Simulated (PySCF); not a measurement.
Species: AsSb3SSSe nortricyclane, AsS₂Sb₃Se.
Bonds: As1–S2, As1–S5, As1–Se7, S2–Sb3, Sb3–Sb4, Sb3–Sb6, Sb4–S5, Sb4–Sb6, Sb6–Se7.

Computed with PBE0-D3(BJ)/def2-SVP geometry optimisation, gas phase, def2 core potentials past Kr in PySCF.

(1) What internal coordinates does the optimisation give?

Answers

(1) 
| bond | length (pm) |
| --- | --- |
| As1–S2, As1–S5 | 223.0 |
| As1–Se7 | 237.3 |
| S2–Sb3, Sb4–S5 | 243.5 |
| Sb3–Sb4 | 286.4 |
| Sb3–Sb6, Sb4–Sb6 | 286.4 |
| Sb6–Se7 | 254.4 |

Bonds in one row agree within 1 pm and their mean is given. A selection of angles:
| angle | degrees |
| --- | --- |
| S2–As1–S5 | 102.2 |
| S2–As1–Se7 | 102.0 |
| As1–S2–Sb3 | 108.8 |
| S2–Sb3–Sb4 | 96.9 |
| S2–Sb3–Sb6 | 98.6 |
| Sb4–Sb3–Sb6 | 60.0 |
| S5–Sb4–Sb6 | 98.4 |
| Sb3–Sb6–Sb4 | 60.0 |
| Sb3–Sb6–Se7 | 97.8 |
| As1–Se7–Sb6 | 104.1 |

Dihedral angles: S5–As1–S2–Sb3 51° (synclinal); S2–As1–S5–Sb4 -51° (synclinal); S2–As1–Se7–Sb6 52° (synclinal); As1–S2–Sb3–Sb4 -30°; S2–Sb3–Sb4–S5 1° (synperiplanar); S2–Sb3–Sb6–Sb4 -93° (anticlinal); Sb3–Sb4–S5–As1 29° (synperiplanar); Sb3–Sb6–Se7–As1 -30°.

Sb3 (antimony bonded to S and 2 Sb) is pyramidal (angles 98.6°, 96.9° and 60.0°, sum 255.5°, 1.60 Å off the plane of its three neighbours). Se7 (selenium bonded to As and Sb) is bent (angle 104.1°). As1 (arsenic bonded to 2 S and Se) is pyramidal (angles 102.2°, 102.0° and 101.6°, sum 305.8°, 1.01 Å off the plane of its three neighbours). All 3 Sb–Sb bonds measure 2.863 to 2.864 Å. Sb6 (antimony bonded to 2 Sb and Se) is pyramidal (angles 97.8°, 97.8° and 60.0°, sum 255.7°, 1.63 Å off the plane of its three neighbours).

Point group: Cs (tolerance 0.08 Å). Not checked by PBE0-D3(BJ)/def2-SVP frequencies. The numbers are those of one conformer.

Hardware: one thread, Intel Xeon at 2.50 GHz (x86_64), no GPU (shared host). Cost: 17 min wall, 14 min CPU, 1.2 GiB resident at most. This is the geometry optimisation.
